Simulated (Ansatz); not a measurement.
Ansatz (a program for electronic structure) input file for Al(H)2(OiPr) (C3H9AlO), SMILES CC(C)[O][AlH2], PBE-D3(BJ)/def2-SVP. 

Ansatz 0.2 input:
```yaml
crystal:
  periodic: [false, false, false]
  atoms:
    - {symbol: Al, position_ang: [1.88082945, 0.19181616, 0.00000000]}
    - {symbol: H, position_ang: [1.88585552, 1.78098449, -0.00000000]}
    - {symbol: H, position_ang: [3.19362646, -0.68905609, -0.00000000]}
    - {symbol: O, position_ang: [0.42119224, -0.67959284, -0.00000000]}
    - {symbol: C, position_ang: [-0.96197226, -0.45936088, -0.00000000]}
    - {symbol: C, position_ang: [-1.39105882, 0.27379487, -1.26194375]}
    - {symbol: C, position_ang: [-1.39105882, 0.27379486, 1.26194376]}
    - {symbol: H, position_ang: [-1.44673446, -1.45423271, 0.00000001]}
    - {symbol: H, position_ang: [-0.95292246, 1.28556386, -1.28896247]}
    - {symbol: H, position_ang: [-2.48580800, 0.37639527, -1.31313406]}
    - {symbol: H, position_ang: [-1.05553395, -0.27392721, -2.15528824]}
    - {symbol: H, position_ang: [-1.05553396, -0.27392721, 2.15528824]}
    - {symbol: H, position_ang: [-0.95292246, 1.28556386, 1.28896247]}
    - {symbol: H, position_ang: [-2.48580801, 0.37639528, 1.31313406]}
basis:
  gaussian:
    orbitals: def2-SVP
hamiltonian:
  xc: pbe
  dispersion: d3bj
relax: {f_tol: 0.002, max_steps: 200}
```

It prints:

```
WARN ansatz: RAYON_NUM_THREADS=1 ignored (pool sized by the plan → 1); use --threads N
Functional definition: PBE
integrals: 0.06 GiB planned
1332 factors; their error is unknown
mean field: 0.36 GiB planned
mean field evaluation 1: about -11872.6892 eV, gradient 7.5e1 eV
mean field evaluation 2: about -11806.8452 eV, gradient 1.7e2 eV
mean field evaluation 4: about -11885.8046 eV, gradient 9.7e0 eV
mean field evaluation 8: about -11886.0433 eV, gradient 2.4e-1 eV
mean field evaluation 16: about -11885.9798 eV, gradient 4.7e-4 eV
mean field -11885.97976892 eV, -436.8016999013 hartree, gradient 2.9e-5 eV, S^2 0.000000; 0 other end points of the search recorded, 0 dependent functions left out
the calculation of the forces begins
reference -11885.97981157 eV, -436.8017014686 hartree; 24, 24 occupied and 95, 95 virtual orbitals, 1332 factors
relax step   1: F+E_penalty+E_count = -11886.25534107 eV  Δ(F+E_penalty+E_count) = +0.000e0 eV  max|allowed force component| = 3.407e-1 eV/Å  Δτ_max = 0.0000 Å  (30 SCF iters, accepted)
these checks for a lower state are left out or cut short: starts, cluster_reference, orbital_swaps, neighbouring_geometries, increment
integrals: 0.06 GiB planned
1332 factors; their error is unknown
mean field: 0.36 GiB planned
mean field -11885.99889536 eV, -436.8024027851 hartree, gradient 8.2e-6 eV, S^2 0.000000; 0 other end points of the search recorded, 0 dependent functions left out
the calculation of the forces begins
reference -11885.99893810 eV, -436.8024043557 hartree; 24, 24 occupied and 95, 95 virtual orbitals, 1332 factors
relax step   2: F+E_penalty+E_count = -11886.27287974 eV  Δ(F+E_penalty+E_count) = -1.754e-2 eV  max|allowed force component| = 1.940e-1 eV/Å  Δτ_max = 0.0198 Å  (32 SCF iters, accepted)
these checks for a lower state are left out or cut short: starts, cluster_reference, orbital_swaps, neighbouring_geometries, increment
integrals: 0.06 GiB planned
1332 factors; their error is unknown
mean field: 0.36 GiB planned
mean field evaluation 32: about -11886.0025 eV, gradient 1.3e-4 eV
mean field -11886.00248179 eV, -436.8025345839 hartree, gradient 8.4e-6 eV, S^2 0.000000; 0 other end points of the search recorded, 0 dependent functions left out
the calculation of the forces begins
reference -11886.00252457 eV, -436.8025361559 hartree; 24, 24 occupied and 95, 95 virtual orbitals, 1332 factors
relax step   3: F+E_penalty+E_count = -11886.27572827 eV  Δ(F+E_penalty+E_count) = -2.849e-3 eV  max|allowed force component| = 7.020e-2 eV/Å  Δτ_max = 0.0120 Å  (33 SCF iters, accepted)
these checks for a lower state are left out or cut short: starts, cluster_reference, orbital_swaps, neighbouring_geometries, increment
integrals: 0.06 GiB planned
1332 factors; their error is unknown
mean field: 0.36 GiB planned
mean field -11886.00268040 eV, -436.8025418829 hartree, gradient 9.3e-6 eV, S^2 0.000000; 0 other end points of the search recorded, 0 dependent functions left out
the calculation of the forces begins
reference -11886.00272318 eV, -436.8025434549 hartree; 24, 24 occupied and 95, 95 virtual orbitals, 1332 factors
relax step   4: F+E_penalty+E_count = -11886.27592883 eV  Δ(F+E_penalty+E_count) = -2.006e-4 eV  max|allowed force component| = 3.249e-2 eV/Å  Δτ_max = 0.0031 Å  (25 SCF iters, accepted)
these checks for a lower state are left out or cut short: starts, cluster_reference, orbital_swaps, neighbouring_geometries, increment
integrals: 0.06 GiB planned
1332 factors; their error is unknown
mean field: 0.36 GiB planned
mean field -11886.00261812 eV, -436.8025395940 hartree, gradient 8.4e-6 eV, S^2 0.000000; 0 other end points of the search recorded, 0 dependent functions left out
the calculation of the forces begins
reference -11886.00266089 eV, -436.8025411657 hartree; 24, 24 occupied and 95, 95 virtual orbitals, 1332 factors
relax step   5: F+E_penalty+E_count = -11886.27614504 eV  Δ(F+E_penalty+E_count) = -2.162e-4 eV  max|allowed force component| = 2.415e-2 eV/Å  Δτ_max = 0.0094 Å  (32 SCF iters, accepted)
these checks for a lower state are left out or cut short: starts, cluster_reference, orbital_swaps, neighbouring_geometries, increment
integrals: 0.06 GiB planned
1332 factors; their error is unknown
mean field: 0.36 GiB planned
mean field -11886.00232320 eV, -436.8025287559 hartree, gradient 8.5e-6 eV, S^2 0.000000; 0 other end points of the search recorded, 0 dependent functions left out
the calculation of the forces begins
reference -11886.00236595 eV, -436.8025303270 hartree; 24, 24 occupied and 95, 95 virtual orbitals, 1332 factors
relax step   6: F+E_penalty+E_count = -11886.27633727 eV  Δ(F+E_penalty+E_count) = -1.922e-4 eV  max|allowed force component| = 1.092e-2 eV/Å  Δτ_max = 0.0230 Å  (31 SCF iters, accepted)
these checks for a lower state are left out or cut short: starts, cluster_reference, orbital_swaps, neighbouring_geometries, increment
integrals: 0.06 GiB planned
1332 factors; their error is unknown
mean field: 0.36 GiB planned
mean field evaluation 64: about -11886.0021 eV, gradient 1.9e-3 eV
mean field -11886.00213165 eV, -436.8025217166 hartree, gradient 8.5e-6 eV, S^2 0.000000; 0 other end points of the search recorded, 0 dependent functions left out
the calculation of the forces begins
reference -11886.00217440 eV, -436.8025232875 hartree; 24, 24 occupied and 95, 95 virtual orbitals, 1332 factors
relax step   7: F+E_penalty+E_count = -11886.27641994 eV  Δ(F+E_penalty+E_count) = -8.268e-5 eV  max|allowed force component| = 5.947e-3 eV/Å  Δτ_max = 0.0093 Å  (33 SCF iters, accepted)
these checks for a lower state are left out or cut short: starts, cluster_reference, orbital_swaps, neighbouring_geometries, increment
integrals: 0.06 GiB planned
1332 factors; their error is unknown
mean field: 0.36 GiB planned
mean field -11886.00208674 eV, -436.8025200661 hartree, gradient 9.7e-6 eV, S^2 0.000000; 0 other end points of the search recorded, 0 dependent functions left out
the calculation of the forces begins
reference -11886.00212948 eV, -436.8025216369 hartree; 24, 24 occupied and 95, 95 virtual orbitals, 1332 factors
relax step   8: F+E_penalty+E_count = -11886.27642921 eV  Δ(F+E_penalty+E_count) = -9.263e-6 eV  max|allowed force component| = 1.653e-3 eV/Å  Δτ_max = 0.0032 Å  (24 SCF iters, accepted)
integrals: 0.06 GiB planned
1332 factors; their error is unknown
mean field: 0.36 GiB planned
mean field evaluation 96: about -11886.0021 eV, gradient 9.7e-6 eV
mean field -11886.00208674 eV, -436.8025200661 hartree, gradient 9.7e-6 eV, S^2 0.000000; 1 other end points of the search recorded, 0 dependent functions left out
the calculation of the forces begins
reference -11886.00212948 eV, -436.8025216369 hartree; 24, 24 occupied and 95, 95 virtual orbitals, 1332 factors
Total energy: -11886.27647195 eV, -436.8126035367 hartree
Atom 0 at     1.883249     0.198763    -0.000000 Å, force    -0.000932    -0.000005    -0.000000 eV/Å
Atom 1 at     1.866791     1.799380     0.000000 Å, force     0.000150    -0.000262     0.000000 eV/Å
Atom 2 at     3.207709    -0.683276     0.000000 Å, force     0.000178     0.000415     0.000000 eV/Å
Atom 3 at     0.427948    -0.714943    -0.000000 Å, force    -0.000510     0.000530     0.000000 eV/Å
Atom 4 at    -0.967189    -0.468161    -0.000000 Å, force     0.000640    -0.001653     0.000000 eV/Å
Atom 5 at    -1.389061     0.274485    -1.270098 Å, force     0.000004     0.000054    -0.000688 eV/Å
Atom 6 at    -1.389061     0.274485     1.270098 Å, force     0.000004     0.000054     0.000688 eV/Å
Atom 7 at    -1.466846    -1.465816     0.000000 Å, force    -0.000472     0.000236    -0.000000 eV/Å
Atom 8 at    -0.939098     1.289945    -1.295162 Å, force     0.000496     0.000118    -0.000081 eV/Å
Atom 9 at    -2.490934     0.388261    -1.323151 Å, force    -0.000302    -0.000032    -0.000628 eV/Å
Atom 10 at    -1.055663    -0.278559    -2.170824 Å, force     0.000276     0.000230     0.000746 eV/Å
Atom 11 at    -1.055662    -0.278559     2.170824 Å, force     0.000276     0.000230    -0.000746 eV/Å
Atom 12 at    -0.939097     1.289945     1.295162 Å, force     0.000496     0.000118     0.000081 eV/Å
Atom 13 at    -2.490934     0.388261     1.323151 Å, force    -0.000302    -0.000032     0.000628 eV/Å
Dipole moment:    -0.237047     0.111912     0.000000 e Å
```

The run converged.

Cost: very roughly 29 core-seconds.
